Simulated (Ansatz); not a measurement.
`C[SiH2][Ga]([F])[Cl]` + HCl → `[F][Ga]([Cl])[Cl]` + `C[SiH3]` at 400 K and 1 bar (cleavage of the Ga–Si bond).

Computed with Ansatz on PBE0-D4/def2-TZVP structures; ΔE is electronic, products minus reactants. CCSD(T)/CBS adds triple-zeta CCSD(T) − MP2 to the extrapolated MP2 energy (def2 sets, frozen cores). This one scheme is used for every species. For Ga outer-core shells are correlated without core-valence functions, which leaves a few kJ/mol of doubt a bond. Scalar relativity is left out up to krypton. One conformer a species, not always the lowest.

```csv
species,CCSD(T)/CBS energy (Eh),H − E (kJ/mol),S (J/(mol·K))
`C[SiH2][Ga]([F])[Cl]`,-2813.76964,189.6,446.8
HCl,-460.38127,29.6,195.4
`[F][Ga]([Cl])[Cl]`,-2943.43698,36.5,345.6
`C[SiH3]`,-330.73916,180.9,277.1
```

H − E and S are ideal-gas, rigid-rotor, harmonic terms from PBE0-D4/def2-TZVP, for one conformer and one mirror image of each species. 1 Eh = 2625.50 kJ/mol, R = 8.31446 J/(mol·K).

Question: By hand: ΔE, ΔH, ΔS and ΔG.

Answer: ΔE = (-2943.43698) + (-330.73916) − (-2813.76964) − (-460.38127) = -0.02523 Eh = -66.2 kJ/mol. Δ(H − E) = 36.5 + 180.9 − 189.6 − 29.6 = -1.8, so ΔH = -68.0 kJ/mol. ΔS = 345.6 + 277.1 − 446.8 − 195.4 = -19.5 J/(mol·K). ΔG = -68.0 − 400 × (-19.5)/1000 = -60.2 kJ/mol.

Question: By hand: the equilibrium constant, and the temperature at which ΔG would vanish if ΔH and ΔS stayed fixed.

Answer: log₁₀ K = −ΔG/(RT ln 10) = 7.9. ΔG = 0 at ΔH/ΔS = 3487 K, far beyond where these terms or the molecules hold.

ΔH outweighs TΔS. A doubt of 5 kJ/mol in ΔE shifts log₁₀ K by 0.7 here. Other conformers and mirror images would add mixing entropy, several J/(mol·K) or more a flexible species. Modes under 60 cm⁻¹, often nearly free rotors, make the harmonic entropy too high. These are equilibria of isolated gas molecules and say nothing of rates. Largest T1 diagnostic: 0.013 (customary marks: 0.02 for closed shells, 0.045 for open ones).
